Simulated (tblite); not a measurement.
Parent: `[F:1]/[CH:2]=[C:3](/[F:4])[CH2:5][SiH3:6]` with C2–C3–C5–Si6 101°, C3H6F2Si.

Computed geometry: GFN2-xTB, gas phase. One conformer each, not checked by frequencies here.

```tsv
coordinate of the parent	value
F1–C2	1.347 Å
C2=C3	1.326 Å
C3–F4	1.354 Å
C3–C5	1.476 Å
C5–Si6	1.922 Å
F1–C2–C3	120.6°
C2–C3–F4	116.7°
C2–C3–C5	128.4°
F4–C3–C5	114.9°
C3–C5–Si6	110.9°
```

**Question.** How does the shared frame change in `[CH2:1]=[C:2]([CH3:3])[C@H:4]([SiH3:5])/[C:6]([F:7])=[CH:8]\[F:9]` with C1–C2–C4–Si5 84°, C2–C4–C6–F7 77°, C6H10F2Si? Atoms pair as F1 = F9, C2 = C8, C3 = C6, F4 = F7, C5 = C4, Si6 = Si5 (parent first).

**Answer.** 
| parent | relative | value in the relative | change |
| --- | --- | --- | --- |
| F1–C2 | F9–C8 | 1.345 Å | -0.002 |
| C2=C3 | C8=C6 | 1.326 Å | 0.000 |
| C3–F4 | C6–F7 | 1.355 Å | +0.001 |
| C3–C5 | C6–C4 | 1.483 Å | +0.007 |
| C5–Si6 | C4–Si5 | 1.927 Å | +0.005 |
| F1–C2–C3 | F9–C8–C6 | 121.0° | +0.4 |
| C2–C3–F4 | C8–C6–F7 | 116.2° | -0.5 |
| C2–C3–C5 | C8–C6–C4 | 127.4° | -1.0 |
| F4–C3–C5 | F7–C6–C4 | 116.4° | +1.5 |
| C3–C5–Si6 | C6–C4–Si5 | 110.0° | -0.9 |

Of the parent's bonds, C3–C5 changes most (+0.007 Å). Bonds of the relative outside the shared frame: C1=C2 1.324, C2–C3 1.497, C2–C4 1.509 Å. Point group C1 → C1.

**Question.** How does the shared frame change in `[CH3:1][CH2:2][CH2:3][C@@H:4]([SiH3:5])/[C:6]([F:7])=[CH:8]/[F:9]` with C1–C2–C3–C4 -177°, C2–C3–C4–Si5 174°, C3–C4–C6–F7 -59°, C6H12F2Si? Atoms pair as F1 = F9, C2 = C8, C3 = C6, F4 = F7, C5 = C4, Si6 = Si5 (parent first).

**Answer.** 
```tsv
parent	relative	value in the relative	change
F1–C2	F9–C8	1.346 Å	-0.001
C2=C3	C8=C6	1.326 Å	0.000
C3–F4	C6–F7	1.352 Å	-0.002
C3–C5	C6–C4	1.484 Å	+0.008
C5–Si6	C4–Si5	1.925 Å	+0.003
F1–C2–C3	F9–C8–C6	123.4°	+2.8
C2–C3–F4	C8–C6–F7	119.8°	+3.1
C2–C3–C5	C8–C6–C4	125.9°	-2.5
F4–C3–C5	F7–C6–C4	114.2°	-0.7
C3–C5–Si6	C6–C4–Si5	109.1°	-1.8
```

Of the parent's bonds, C3–C5 changes most (+0.008 Å). Bonds of the relative outside the shared frame: C1–C2 1.524, C2–C3 1.528, C3–C4 1.534 Å. Point group C1 → C1.

**Question.** How does the shared frame change in `[F:1]/[CH:2]=[C:3](\[F:4])[C@H:5]([F:6])[SiH3:7]` with C2–C3–C5–F6 9°, C3H5F3Si? Atoms pair as F1 = F1, C2 = C2, C3 = C3, F4 = F4, C5 = C5, Si6 = Si7 (parent first).

**Answer.** 
```csv
parent,relative,value in the relative,change
F1–C2,F1–C2,1.340 Å,-0.007
C2=C3,C2=C3,1.325 Å,-0.001
C3–F4,C3–F4,1.350 Å,-0.004
C3–C5,C3–C5,1.486 Å,+0.010
C5–Si6,C5–Si7,1.943 Å,+0.021
F1–C2–C3,F1–C2–C3,123.2°,+2.6
C2–C3–F4,C2–C3–F4,121.9°,+5.2
C2–C3–C5,C2–C3–C5,125.8°,-2.6
F4–C3–C5,F4–C3–C5,112.3°,-2.6
C3–C5–Si6,C3–C5–Si7,111.8°,+0.9
```

Of the parent's bonds, C5–Si6 changes most (+0.021 Å). Bonds of the relative outside the shared frame: C5–F6 1.382 Å. Point group C1 → C1.
